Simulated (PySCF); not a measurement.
C₃H₂N₃, SMILES [c]1ncncn1, multiplicity 2.

The structure is a stationary point at B3LYP-D3(BJ)/def2-SVP. The isomer is the one that the SMILES or the coordinates give; other isomers of the formula were not compared.

These are PySCF 2.14.0 with B3LYP-D3(BJ)/def2-SVP values and carry that method's errors.

Harmonic, unscaled wavenumbers; measured fundamentals usually lie a few per cent lower.

Computed normal modes with their intensities:
```csv
mode,ν (cm⁻¹),IR (km/mol),moving atoms (share of kinetic energy)
1,331,0.0,"N 48 %, C 27 %, H 25 %"
2,393,4.1,"C 45 %, N 44 %, H 11 %"
3,647,36.6,"N 62 %, C 35 %"
4,712,8.7,"N 57 %, C 41 %"
5,759,16.3,"N 40 %, C 35 %, H 25 %"
6,964,0.1,"H 58 %, C 34 %, N 8 %"
7,996,4.1,N 96 %
8,1023,0.0,"H 64 %, C 34 %"
9,1155,11.9,C 90 %
10,1172,0.3,"C 52 %, N 46 %"
11,1204,15.6,"H 47 %, C 37 %, N 15 %"
12,1286,0.0,"C 49 %, H 34 %, N 18 %"
13,1411,17.8,"H 57 %, N 27 %, C 15 %"
14,1437,41.4,"N 42 %, H 40 %, C 17 %"
15,1568,155.0,"C 57 %, N 33 %, H 10 %"
16,1608,285.4,"C 56 %, N 42 %"
17,3172,16.9,"H 92 %, C 8 %"
18,3175,6.5,"H 91 %, C 9 %"
```
